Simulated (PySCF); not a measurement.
PBEsol on Ti⁻ (titanium, charge -1), [Ar] 3d3 4s2, high-spin 4F determinant. Computed with PySCF 2.14 in aug-cc-pwCVTZ-DK, with the spin-free X2C one-electron Hamiltonian (Gaussian nucleus).

```
cycle= 1 E= -852.53289945014  delta_E= -0.0233  |g|= 0.147  |ddm|= 4.34
cycle= 2 E= -852.469739125085  delta_E= 0.0632  |g|= 0.402  |ddm|=  1.2
cycle= 3 E= -852.542925134004  delta_E= -0.0732  |g|= 0.0121  |ddm|= 0.875
cycle= 4 E= -852.542873848563  delta_E= 5.13e-05  |g|= 0.0155  |ddm|= 0.0684
cycle= 5 E= -852.543047807961  delta_E= -0.000174  |g|= 0.00343  |ddm|= 0.0644
cycle= 6 E= -852.543058900193  delta_E= -1.11e-05  |g|= 0.000761  |ddm|= 0.0167
cycle= 7 E= -852.543059371751  delta_E= -4.72e-07  |g|= 1.31e-05  |ddm|= 0.00295
cycle= 8 E= -852.543059372046  delta_E= -2.95e-10  |g|= 7.81e-06  |ddm|= 0.000371
converged SCF energy = -852.543059372046  <S^2> = 3.7861068  2S+1 = 4.0180128
```

Highest occupied orbital energy: 1.898 eV; ⟨L²⟩ = 12.01; populations by l: s 8.00, p 12.00, d 3.00, f 0.00.

Can this result be used?

With care. The calculation finished and met its thresholds. At PBEsol the highest occupied level has a positive energy, so only the finite basis holds that electron; in a semilocal or global hybrid functional this comes from self-interaction and does not mean that the real anion is unbound.
